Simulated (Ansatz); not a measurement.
Molecule: C$_{3}$H$_{10}$GeN, charge 0, multiplicity 2. SMILES: [CH2]C[N](C)[GeH3]
Geometry: optimised at B3LYP-D3(BJ)/def2-TZVP (Ansatz, an electronic-structure program).

Property: atomisation energy, in kcal/mol. Set-up: LANL2DZ with its own core potentials from Na on; atomisation electronic, to ground-state atoms; open shells spin-unrestricted; non-relativistic; no spin-orbit coupling; six Cartesian d functions in 6-31G* and its kin unless marked 5d; dispersion terms only where a functional's name holds one; valence correlation only (noble-gas shells and the d and f shells of earlier blocks). First-principles rows: single points at B3LYP-D3(BJ) geometries (Ansatz).

```csv
level,program,atomisation energy (kcal/mol)
HF/3-21G,Ansatz,868.7
SVWN5/6-31G* with LANL2DZ past Ar,Ansatz,1399.8
PBE/LANL2DZ,Ansatz,1225.2
PBE/6-31G*,Ansatz,1249.7
PBE/def2-SVP,Ansatz,1259.3
PBE/6-31G* with LANL2DZ past Ar,Ansatz,1246.6
B3LYP/STO-3G,Ansatz,1538.2
B3LYP/6-31G,Ansatz,1203.4
B3LYP/6-31G*,Ansatz,1225.2
B3LYP/6-31G* with LANL2DZ past Ar,Ansatz,1223.3
PBE0/6-31G*,Ansatz,1233.2
PBE0/6-31G* with LANL2DZ past Ar,Ansatz,1226.4
MP2/6-31G*,Ansatz,1113.6
PBE/def2-TZVPD,Ansatz,1251.0
B3LYP/def2-TZVPD,Ansatz,1229.5
wB97M-V/def2-TZVPD,Ansatz,1238.4
```

No value to compare with is used here. The 13 habitual levels span 868.7 (HF/3-21G) to 1538.2 kcal/mol (B3LYP/STO-3G); wB97M-V/def2-TZVPD gives 1238.4.

The levels are drawn from those run, B3LYP/6-31G* more often than the rest, none by its result; left out are runs that failed, that the program found above a lower state of the same kind, or whose <S^2> lies over 0.5 above the pure value.
